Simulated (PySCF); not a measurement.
Working out the excitation energy of N

N [He] 2s2 2p3 (4S) → N [He] 2s1 2p4 (4P). Computed with PySCF 2.14 in aug-cc-pwCVTZ (7s6p4d2f, 59 functions), with the non-relativistic Hamiltonian (point nucleus). Frozen: nothing. Energies in hartree (1 hartree = 27.21139 eV):

```csv
part,N (lower),N (upper)
UHF,-54.401212,-54.001136
CCSD correlation,-0.165292,-0.165980
(T),-0.002948,-0.005174
```

Problem. What does Hartree-Fock give?

Solution. (-54.001136) − (-54.401212) = 0.400076 hartree = 10.887 eV.

Problem. What do CCSD and CCSD(T) give?

Solution. The CCSD correlation energies differ by -0.000688 hartree = -0.019 eV and the triples by -0.002226 hartree = -0.061 eV, so CCSD gives 10.868 eV and CCSD(T) 10.807 eV.

Measured between the centres of the two terms (NIST): 10.927 eV, so CCSD(T) (valence and next inner shell) is off by -0.120 eV.

What remains against the reference includes basis incompleteness and higher excitations.
